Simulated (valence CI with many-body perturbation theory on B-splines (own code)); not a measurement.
## E1 transitions of Ru12+

Level of theory: valence CI with perturbative core correlation (CI+MBPT): four valence electrons over a frozen Dirac-Fock core [Ar] 3d10, radial functions for each j: 11 s, 11 p, 10 d, 8 f, 5 g, 2 h, with the one-electron correlation potential Σ1, the two-electron term Σ2, the three-electron term Σ3, Breit, model QED; selected CI, second order for the rest, scaled by the run's own slope (own B-spline code, finite nucleus).

No measured levels were compared; by estimate levels hold to about 250 cm⁻¹ or 0.2 % of their energy and the worst to 1 %, as in measured heavy ions of charge 2 to 7; those with d or f electrons hold less well. Among the levels kept, up to 620 cm⁻¹ of a level comes from second order outside the variational space, and about a tenth of that is noise between levels of different J, which matters for small intervals.

Lines 1 to 50 of 562 in falling wavelength, among levels below 1138100 cm⁻¹, chosen from the strongest by gf and those to the six lowest levels. Wavelengths and rates use the calculated energies, so an error of 800 cm⁻¹ moves a line at 977.1 Å by 0.78 % and its rate by three times that or more. Electric multipoles are in the length gauge, E1 and E2 with the static RPA response of the core. Weak lines are less certain than strong ones. Lines between different terms over intervals too small for the method are left out, as are lines whose strength nearly cancels. Where a level lies close to another of its J and parity, the split of strength between their lines is uncertain. The highest levels of a list are the least certain.

Names give the largest LS component (configuration and term), which can be under half, so a name can repeat, a term be missing and a line seem to break the LS rules; names also repeat where a configuration has a term twice. Letters in brackets count levels of one name in rising energy.

```csv
λ vac (Å),Upper,Lower,A (s⁻¹),S (a.u.)
977.1,4s2.4p.5p 3D_1,4s2.4p.5s 3P°_1,1.09e+09,1.51e+00
965.4,4s2.4p.5p 3P_1 [b],4s2.4p.5s 1P°_1,8.73e+08,1.16e+00
957.2,4s2.4p.5p 3D_1,4s2.4p.5s 3P°_0,5.00e+08,6.49e-01
922.6,4s2.4p.5p 3P_2,4s2.4p.5s 1P°_1,4.00e+08,7.76e-01
921.5,4s2.4p.5p 3P_1 [b],4s2.4p.5s 3P°_2,8.25e+08,9.56e-01
882.5,4s2.4p.5p 3P_2,4s2.4p.5s 3P°_2,1.66e+09,2.82e+00
856.4,4s2.4p.5p 3P_0,4s2.4p.5s 3P°_1,2.32e+09,7.20e-01
837.2,4s2.4p.5p 3S_1,4s2.4p.5s 1P°_1,9.83e+08,8.54e-01
829.5,4s2.4p.5p 3D_3,4s2.4p.5s 3P°_2,2.60e+09,5.12e+00
820.0,4s2.4p.5p 3P_1 [a],4s2.4p.5s 3P°_1,6.69e+08,5.46e-01
808.9,4s2.4p.5p 3D_2,4s2.4p.5s 3P°_1,2.73e+09,3.56e+00
805.9,4s2.4p.5p 3P_1 [a],4s2.4p.5s 3P°_0,1.99e+09,1.54e+00
804.0,4s2.4p.5p 3S_1,4s2.4p.5s 3P°_2,1.69e+09,1.30e+00
788.0,4s2.4p.5p 1D_2,4s2.4p.5s 1P°_1,2.46e+09,2.97e+00
758.6,4s2.4p.5p 1D_2,4s2.4p.5s 3P°_2,7.02e+08,7.56e-01
677.1,4s2.4p.5p 1S_0,4s2.4p.5s 1P°_1,4.83e+09,7.40e-01
596.3,4s.4p3 5S°_2,4s2.4p2 1D_2,8.94e+06,4.68e-03
531.1,4s.4p3 3D°_1,4s2.4p2 1S_0,2.02e+07,4.49e-03
489.4,4s.4p3 5S°_2,4s2.4p2 3P_2,1.02e+08,2.94e-02
486.5,4p4 1D_2,4s.4p3 1P°_1,1.26e+09,3.57e-01
485.7,4p3.4d 3F°_4 [a],4s.4p2.4d 3F_4 [c],5.53e+08,2.81e-01
482.3,4p4 3P_2,4s.4p3 3S°_1,1.37e+09,3.80e-01
472.7,4p3.4d 3G°_5,4s.4p2.4d 3F_4 [c],2.27e+09,1.30e+00
465.1,4p3.4d 3G°_4,4s.4p2.4d 3D_3 [c],6.71e+08,3.00e-01
463.5,4s.4p2.4d 1G_4,4s2.4p.4d 1F°_3,9.31e+08,4.12e-01
463.5,4s.4p3 5S°_2,4s2.4p2 3P_1,1.23e+08,3.03e-02
451.3,4s.4p3 3D°_1,4s2.4p2 1D_2,1.72e+08,2.34e-02
446.4,4s.4p3 3D°_2,4s2.4p2 1D_2,4.11e+07,9.03e-03
443.7,4p3.4d 3D°_3 [b],4s.4p2.4d 3P_2 [c],1.05e+09,3.16e-01
439.2,4p3.4d 3F°_4 [a],4s.4p2.4d 3F_3 [c],6.69e+08,2.52e-01
437.9,4p3.4d 3F°_3 [a],4s.4p2.4d 3F_3 [b],1.02e+09,2.97e-01
436.0,4p3.4d 3F°_2 [c],4s.4p2.4d 3D_1 [d],1.27e+09,2.59e-01
431.1,4p3.4d 3F°_3 [b],4s.4p2.4d 3D_2 [e],1.14e+09,3.14e-01
428.7,4p3.4d 3F°_2 [a],4s.4p2.4d 3D_2 [a],1.95e+09,3.78e-01
428.5,4s.4p3 3P°_1,4s2.4p2 1S_0,1.75e+08,2.03e-02
427.9,4p3.4d 3F°_2 [b],4s.4p2.4d 3D_2 [b],1.91e+09,3.69e-01
426.7,4p3.4d 3F°_3 [b],4s.4p2.4d 3D_3 [e],9.88e+08,2.65e-01
426.6,4s.4p3 3D°_3,4s2.4p2 1D_2,8.51e+08,2.28e-01
424.3,4p3.4d 3D°_3 [a],4s.4p2.4d 1D_2 [b],9.21e+08,2.43e-01
418.9,4p3.4d 3P°_1 [c],4s.4p2.4d 3P_2 [c],3.30e+09,3.59e-01
418.8,4p3.4d 3F°_4 [a],4s.4p2.4d 3F_3 [b],1.00e+09,3.26e-01
417.8,4p4 3P_1,4s.4p3 3S°_1,2.54e+09,2.74e-01
409.7,4p3.4d 3P°_1 [b],4s.4p2.4d 1D_2 [a],2.67e+09,2.72e-01
403.3,4p3.4d 3D°_3 [a],4s.4p2.4d 3D_3 [e],1.05e+09,2.39e-01
401.7,4p3.4d 3F°_4 [b],4s.4p2.4d 3D_3 [e],1.60e+09,4.60e-01
397.1,4p3.4d 3P°_2 [a],4s.4p2.4d 3D_3 [d],1.38e+09,2.12e-01
394.6,4p4 3P_2,4s.4p3 3P°_2,1.65e+09,2.50e-01
389.0,4p4 1D_2,4s.4p3 1D°_2,7.13e+09,1.04e+00
388.2,4p3.4d 3P°_1 [a],4s.4p2.4d 3D_2 [d],5.05e+09,4.38e-01
387.2,4s.4p3 3D°_1,4s2.4p2 3P_2,2.31e+08,1.99e-02
```
